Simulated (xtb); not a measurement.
xtb input (GFN1-xTB):

```bash
xtb mol.xyz --gfn 1 --sp --chrg -1 --uhf 0
```
mol.xyz:
```
7

C     -0.39558635     1.04640118    -0.09293006
C     -1.18815432    -0.22778082     0.08963297
C      0.35181269    -0.04602439    -0.01412671
O      1.41250103    -0.69974199    -0.00038146
H     -0.51136367     2.11496173    -0.20352438
H     -1.74776241    -0.67517187    -0.74820044
H     -1.64931435    -0.47742971     1.05931933
```

End of the output:

```
         :::::::::::::::::::::::::::::::::::::::::::::::::::::
         ::                     SUMMARY                     ::
         :::::::::::::::::::::::::::::::::::::::::::::::::::::
         :: total energy             -12.794863477031 Eh    ::
         :: gradient norm              0.015016552631 Eh/a0 ::
         :: HOMO-LUMO gap              5.357728166986 eV    ::
         ::.................................................::
         :: SCC energy               -12.944006307018 Eh    ::
         :: -> electrostatic           0.184123194182 Eh    ::
         :: repulsion energy           0.150706319614 Eh    ::
         :: dispersion energy         -0.001563489627 Eh    ::
         :: halogen bond corr.         0.000000000000 Eh    ::
         :: add. restraining           0.000000000000 Eh    ::
         :: total charge              -1.000000000000 e     ::
         :::::::::::::::::::::::::::::::::::::::::::::::::::::

           -------------------------------------------------
          |                Property Printout                |
           -------------------------------------------------

    * Orbital Energies and Occupations

         #    Occupation            Energy/Eh            Energy/eV
      -------------------------------------------------------------
         1        2.0000           -0.5032713             -13.6947
         2        2.0000           -0.4309536             -11.7268
         3        2.0000           -0.3788811             -10.3099
         4        2.0000           -0.3483447              -9.4789
         5        2.0000           -0.3245787              -8.8322
         6        2.0000           -0.3111584              -8.4671
         7        2.0000           -0.2972051              -8.0874
         8        2.0000           -0.2756390              -7.5005
         9        2.0000           -0.2284876              -6.2175
        10        2.0000           -0.1589888              -4.3263
        11        2.0000           -0.1447528              -3.9389 (HOMO)
        12                          0.0521401               1.4188 (LUMO)
        13                          0.0931831               2.5356
        14                          0.1200455               3.2666
        15                          0.1415048               3.8505
        16                          0.1837653               5.0005
Note: The following floating-point exceptions are signalling: IEEE_DENORMAL
normal termination of xtb
        17                          0.3426201               9.3232
        18                          0.3982141              10.8360
        19                          0.5044443              13.7266
        20                          0.5377802              14.6337
        21                          0.6828960              18.5825
        22                          1.2211303              33.2286
      -------------------------------------------------------------
                  HL-Gap            0.1968929 Eh            5.3577 eV
             Fermi-level           -0.0463063 Eh           -1.2601 eV

  Mulliken/CM5 charges         n(s)   n(p)   n(d)
     1C    -0.35018 -0.40261   1.005  3.345  0.000
     2C    -0.14656 -0.23981   0.979  3.168  0.000
     3C     0.32641  0.35297   0.969  2.704  0.000
     4O    -0.70175 -0.73921   1.757  4.944  0.000
     5H    -0.02084  0.03228   1.021  0.000  0.000
     6H    -0.05354 -0.00181   1.054  0.000  0.000
     7H    -0.05354 -0.00181   1.054  0.000  0.000

Wiberg/Mayer (AO) data.
largest (>0.10) Wiberg bond orders for each atom

 ---------------------------------------------------------------------------
     #   Z sym  total        # sym  WBO       # sym  WBO       # sym  WBO
 ---------------------------------------------------------------------------
     1   6 C    3.805 --     3 C    1.611     5 H    0.976     2 C    0.941
                             4 O    0.235
     2   6 C    3.863 --     7 H    0.978     6 H    0.978     1 C    0.941
                             3 C    0.856
     3   6 C    3.936 --     1 C    1.611     4 O    1.453     2 C    0.856
     4   8 O    1.782 --     3 C    1.453     1 C    0.235
     5   1 H    1.004 --     1 C    0.976
     6   1 H    1.017 --     2 C    0.978
     7   1 H    1.017 --     2 C    0.978
 ---------------------------------------------------------------------------

Topologies differ in total number of bonds
Writing topology from bond orders to xtbtopo.mol

 dipole moment from electron density (au)
     X       Y       Z
  -1.0726   0.4157   0.0129  total (Debye):    2.924

           -------------------------------------------------
          | TOTAL ENERGY              -12.794863477031 Eh   |
          | GRADIENT NORM               0.015016552631 Eh/α |
          | HOMO-LUMO GAP               5.357728166986 eV   |
           -------------------------------------------------

------------------------------------------------------------------------
------------------------------------------------------------------------
 total:
 SCF:
```

It need not be the lowest isomer of its formula. Whether it binds its extra electron was not tested at this geometry.
